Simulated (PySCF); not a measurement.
Molfile (atoms numbered from 1):
```
C8H18BN
     RDKit          3D

 28 29  0  0  0  0  0  0  0  0999 V2000
    2.7952   -0.2435    1.1267 C   0  0  0  0  0  0  0  0  0  0  0  0
    1.7755   -0.1509    0.0782 N   0  0  0  0  0  0  0  0  0  0  0  0
    2.1512    0.8988   -0.8810 C   0  0  0  0  0  0  0  0  0  0  0  0
    0.2634    0.1556    0.6924 B   0  0  0  0  0  0  0  0  0  0  0  0
   -0.6997   -0.5536   -0.4319 C   0  0  1  0  0  0  0  0  0  0  0  0
   -1.6001    0.3795   -1.2058 C   0  0  0  0  0  0  0  0  0  0  0  0
   -2.9613    0.7277   -0.6917 C   0  0  0  0  0  0  0  0  0  0  0  0
   -2.8227   -0.1263   -1.9217 C   0  0  0  0  0  0  0  0  0  0  0  0
    0.2565   -1.3392   -1.3580 C   0  0  0  0  0  0  0  0  0  0  0  0
    1.5751   -1.4500   -0.6140 C   0  0  0  0  0  0  0  0  0  0  0  0
    2.5096   -1.0295    1.8354 H   0  0  0  0  0  0  0  0  0  0  0  0
    3.7830   -0.4681    0.6922 H   0  0  0  0  0  0  0  0  0  0  0  0
    2.8406    0.7111    1.6667 H   0  0  0  0  0  0  0  0  0  0  0  0
    1.3555    1.0256   -1.6225 H   0  0  0  0  0  0  0  0  0  0  0  0
    3.0934    0.6384   -1.3914 H   0  0  0  0  0  0  0  0  0  0  0  0
    2.2695    1.8458   -0.3416 H   0  0  0  0  0  0  0  0  0  0  0  0
    0.1727    1.3724    0.8116 H   0  0  0  0  0  0  0  0  0  0  0  0
    0.2507   -0.4176    1.7783 H   0  0  0  0  0  0  0  0  0  0  0  0
   -1.3506   -1.2789    0.0861 H   0  0  0  0  0  0  0  0  0  0  0  0
   -1.0738    1.2036   -1.7056 H   0  0  0  0  0  0  0  0  0  0  0  0
   -3.3218    1.7533   -0.8082 H   0  0  0  0  0  0  0  0  0  0  0  0
   -3.2872    0.2442    0.2339 H   0  0  0  0  0  0  0  0  0  0  0  0
   -3.0571   -1.1915   -1.8308 H   0  0  0  0  0  0  0  0  0  0  0  0
   -3.0917    0.3084   -2.8887 H   0  0  0  0  0  0  0  0  0  0  0  0
    0.4006   -0.8035   -2.3116 H   0  0  0  0  0  0  0  0  0  0  0  0
   -0.1117   -2.3400   -1.6334 H   0  0  0  0  0  0  0  0  0  0  0  0
    2.4482   -1.6872   -1.2467 H   0  0  0  0  0  0  0  0  0  0  0  0
    1.5047   -2.2127    0.1754 H   0  0  0  0  0  0  0  0  0  0  0  0
  1  2  1  0
  2  3  1  0
  2  4  1  0
  4  5  1  0
  5  6  1  0
  6  7  1  0
  7  8  1  0
  5  9  1  0
  9 10  1  0
 10  2  1  0
  8  6  1  0
  1 11  1  0
  1 12  1  0
  1 13  1  0
  3 14  1  0
  3 15  1  0
  3 16  1  0
  4 17  1  0
  4 18  1  0
  5 19  1  1
  6 20  1  0
  7 21  1  0
  7 22  1  0
  8 23  1  0
  8 24  1  0
  9 25  1  0
  9 26  1  0
 10 27  1  0
 10 28  1  0
M  CHG  2   2   1   4  -1
M  END
```

Geometry: PBE0-D3(BJ)/def2-SVP; GIAO absolute shieldings from PySCF 2.14, gas phase, non-relativistic, averaged over equivalent atoms.

At WP04/pcSseg-1 (260 basis functions, 2.1 min wall time on 1 thread of an Arm Neoverse N1, shared host):
| atoms | σ (ppm) |
| --- | --- |
| C10 | 106.3 |
| C1 | 120.4 |
| C3 | 123.2 |
| C5 | 137.4 |
| C9 | 137.5 |
| C6 | 149.1 |
| C7 | 164.1 |
| C8 | 164.4 |
| N2 | 176.4 |
| B4 | 97.4 |
| H28 | 29.07 |
| H11/H12/H13 | 29.18 |
| H14/H15/H16 | 29.26 |
| H27 | 29.30 |
| H17 | 29.61 |
| H26 | 29.69 |
| H18 | 29.71 |
| H25 | 30.11 |
| H20 | 31.16 |
| H21 | 31.21 |
| H19 | 31.23 |
| H24 | 31.32 |
| H22 | 31.54 |
| H23 | 31.65 |

**Question.** Predict the values at PBE0/pcSseg-1 on the same geometry.

**Answer.** 
| atoms | σ at PBE0/pcSseg-1 | change |
| --- | --- | --- |
| C10 | 118.7 | +12.4 |
| C1 | 131.8 | +11.4 |
| C3 | 135.0 | +11.8 |
| C5 | 150.5 | +13.1 |
| C9 | 150.9 | +13.4 |
| C6 | 161.9 | +12.8 |
| C7 | 177.4 | +13.3 |
| C8 | 177.6 | +13.2 |
| N2 | 195.0 | +18.6 |
| B4 | 105.0 | +7.6 |
| H28 | 28.68 | -0.39 |
| H11/H12/H13 | 28.81 | -0.37 |
| H14/H15/H16 | 28.91 | -0.35 |
| H27 | 28.99 | -0.31 |
| H17 | 28.81 | -0.80 |
| H26 | 29.20 | -0.49 |
| H18 | 28.88 | -0.83 |
| H25 | 29.73 | -0.38 |
| H20 | 30.83 | -0.33 |
| H21 | 30.88 | -0.33 |
| H19 | 30.85 | -0.38 |
| H24 | 30.99 | -0.33 |
| H22 | 31.29 | -0.25 |
| H23 | 31.40 | -0.25 |

The largest change is at N2 (donor nitrogen of a Lewis adduct). Cost: 260 basis functions, 2.2 min wall time on 1 thread of an Arm Neoverse N1, shared host. The order of the carbon signals is the same at both levels.

A carbon bonded to boron is broadened by the quadrupolar boron nucleus and is often missing from a measured spectrum.
